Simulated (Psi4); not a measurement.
isotetrasilane (H₁₀Si₄), singlet, geometry from GFN2-xTB; PBE/STO-3G (Psi4).

Input for Psi4:
```
memory 2 GB

molecule mol {
0 1
  Si   -0.013943    2.096145   -0.799137
  Si    0.045585    0.145177    0.468989
  Si    1.917449   -1.164269    0.022409
  Si   -1.943508   -1.059271    0.365185
  H     1.201375    2.904886   -0.678257
  H    -0.161765    1.785203   -2.223628
  H    -1.129175    2.980536   -0.453095
  H     0.182806    0.582193    1.880747
  H     3.182806   -0.445238    0.188248
  H     1.895961   -1.645995   -1.361496
  H     2.009720   -2.354500    0.871236
  H    -1.958711   -2.233001    1.241405
  H    -3.121993   -0.266619    0.723719
  H    -2.179195   -1.556422   -0.993124
}

set basis sto-3g
set reference rks
set scf_type pk
set puream true
set d_convergence 1e-8
set dft_radial_points 99
set dft_spherical_points 590

energy('pbe')
print_variables()
```

Predict the main parts of the log of this Psi4 run.


```
   => Loading Basis Set <=

    Name: STO-3G
    Role: ORBITAL
    Keyword: BASIS

         ---------------------------------------------------------
                                   SCF
               by Justin Turney, Rob Parrish, Andy Simmonett
                          and Daniel G. A. Smith
                              RKS Reference
         ---------------------------------------------------------

  ==> Geometry <==

    Molecular point group: c1
    Full point group: C1

    Geometry (in Angstrom), charge = 0, multiplicity = 1:

       Center              X                  Y                   Z               Mass
    ------------   -----------------  -----------------  -----------------  -----------------
         SI          -0.014577601658     2.094123614766    -0.805667458930    27.976926534650
         SI           0.044950398342     0.143155614766     0.462458541070    27.976926534650
         SI           1.916814398342    -1.166290385234     0.015878541070    27.976926534650
         SI          -1.944142601658    -1.061292385234     0.358654541070    27.976926534650
         H            1.200740398342     2.902864614766    -0.684787458930     1.007825032230
         H           -0.162399601658     1.783181614766    -2.230158458930     1.007825032230
         H           -1.129809601658     2.978514614766    -0.459625458930     1.007825032230
         H            0.182171398342     0.580171614766     1.874216541070     1.007825032230
         H            3.182171398342    -0.447259385234     0.181717541070     1.007825032230
         H            1.895326398342    -1.648016385234    -1.368026458930     1.007825032230
         H            2.009085398342    -2.356521385234     0.864705541070     1.007825032230
         H           -1.959345601658    -2.235022385234     1.234874541070     1.007825032230
         H           -3.122627601658    -0.268640385234     0.717188541070     1.007825032230
         H           -2.179829601658    -1.558443385234    -0.999654458930     1.007825032230

  Running in c1 symmetry.

  Rotational constants: A =      0.06228  B =      0.06228  C =      0.03375 [cm^-1]
  Rotational constants: A =   1867.18750  B =   1867.18658  C =   1011.83877 [MHz]
  Nuclear repulsion =  328.347788086878950

  Charge       = 0
  Multiplicity = 1
  Electrons    = 66
  Nalpha       = 33
  Nbeta        = 33

  ==> Algorithm <==

  SCF Algorithm Type is PK.
  DIIS enabled.
  MOM disabled.
  Fractional occupation disabled.
[...]
   @RKS iter   4: -1149.91195815338597   -3.28091e-04   1.89373e-04 DIIS/ADIIS
   @RKS iter   5: -1149.91202047090064   -6.23175e-05   9.50898e-06 DIIS
   @RKS iter   6: -1149.91202066603614   -1.95135e-07   2.15330e-06 DIIS
   @RKS iter   7: -1149.91202067626932   -1.02332e-08   2.25898e-07 DIIS
   @RKS iter   8: -1149.91202067639642   -1.27102e-10   2.14593e-08 DIIS
   @RKS iter   9: -1149.91202067639870   -2.27374e-12   1.36912e-09 DIIS
  Energy and wave function converged.

  ==> Post-Iterations <==

   Electrons on quadrature grid:
      Ntotal   =   65.9999984083 ; deviation = -1.592e-06

    Orbital Energies [Eh]
    ---------------------

    Doubly Occupied:

[...]
    Virtual:

[...]
      46A      0.386221

    Final Occupation by Irrep:
              A
    DOCC [    33 ]
    NA   [    33 ]
    NB   [    33 ]

  @RKS Final Energy: -1149.91202067639870

   => Energetics <=

    Nuclear Repulsion Energy =            328.3477880868789498
    One-Electron Energy =               -2255.1487355928029501
    Two-Electron Energy =                 863.7618810583146569
    DFT Exchange-Correlation Energy =     -86.8729542287894247
    Empirical Dispersion Energy =           0.0000000000000000
    VV10 Nonlocal Energy =                  0.0000000000000000
    Total Energy =                      -1149.9120206763986971

Computation Completed

Properties will be evaluated at   0.000000,   0.000000,   0.000000 [a0]

Properties computed using the SCF density matrix

 Multipole Moments:

 ------------------------------------------------------------------------------------
     Multipole            Electronic (a.u.)      Nuclear  (a.u.)        Total (a.u.)
 ------------------------------------------------------------------------------------

 L = 1.  Multiply by 2.5417464519 to convert [e a0] to [Debye]
 Dipole X            :          0.0873077           -0.0791657            0.0081420
 Dipole Y            :          0.2780622           -0.2521281            0.0259341
 Dipole Z            :          0.8982741           -0.8144933            0.0837808
 Magnitude           :                                                    0.0880801

 ------------------------------------------------------------------------------------

  Variable Map:
  ----------------------------------------------------------------------------
[...]
  Array Variable Map:
  ----------------------------------------------------------------------------
[...]
[...]
```
